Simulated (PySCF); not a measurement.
Input for PySCF: D3(BJ) and D4 dispersion corrections on HNbO (SMILES [OH][Nb]), 2S+1 = 1, a spin state set in the input, which need not be the lowest.

```python
from pyscf import gto
from pyscf.dispersion import dftd3, dftd4

mol = gto.M(
    atom='''
    Nb   -0.95814544   -0.83494818   -0.85517677
    O     0.16539478    0.17018647    0.13227538
    H     0.75958193    0.71213331    0.65258176
    ''',
    basis='def2-svp',
    charge=0, spin=0, verbose=0, max_memory=1800)
d3, d4 = {}, {}
for xc in ['hf', 'pbe', 'blyp', 'revpbe', 'tpss', 'r2scan', 'b3lyp', 'pbe0', 'bhlyp', 'camb3lyp', 'b2plyp']:
    d3[xc] = float(dftd3.DFTD3Dispersion(mol, xc=xc, version='d3bj', atm=False).get_dispersion()['energy'])
    print(f'D3(BJ) {xc:10s} {d3[xc]:14.8f} Eh')
for xc in ['hf', 'pbe', 'blyp', 'revpbe', 'tpss', 'r2scan', 'b3lyp', 'pbe0', 'bhlyp', 'camb3lyp', 'b2plyp']:
    d4[xc] = float(dftd4.DFTD4Dispersion(mol, xc={'camb3lyp': 'cam-b3lyp'}.get(xc, xc), atm=True).get_dispersion()['energy'])
    print(f'D4     {xc:10s} {d4[xc]:14.8f} Eh')
```

Program output:

```
D3(BJ) hf            -0.01342480 Eh
D3(BJ) pbe           -0.00134952 Eh
D3(BJ) blyp          -0.00321323 Eh
D3(BJ) revpbe        -0.00332469 Eh
D3(BJ) tpss          -0.00176764 Eh
D3(BJ) r2scan        -0.00033602 Eh
D3(BJ) b3lyp         -0.00267850 Eh
D3(BJ) pbe0          -0.00121951 Eh
D3(BJ) bhlyp         -0.00234763 Eh
D3(BJ) camb3lyp      -0.00120942 Eh
D3(BJ) b2plyp        -0.00136461 Eh
D4     hf            -0.00796067 Eh
D4     pbe           -0.00216722 Eh
D4     blyp          -0.00484544 Eh
D4     revpbe        -0.00607750 Eh
D4     tpss          -0.00291152 Eh
D4     r2scan        -0.00042576 Eh
D4     b3lyp         -0.00362225 Eh
D4     pbe0          -0.00179637 Eh
D4     bhlyp         -0.00315371 Eh
D4     camb3lyp      -0.00184829 Eh
D4     b2plyp        -0.00146543 Eh
```

The run finished.

Cost: very roughly 0.020 core-seconds.
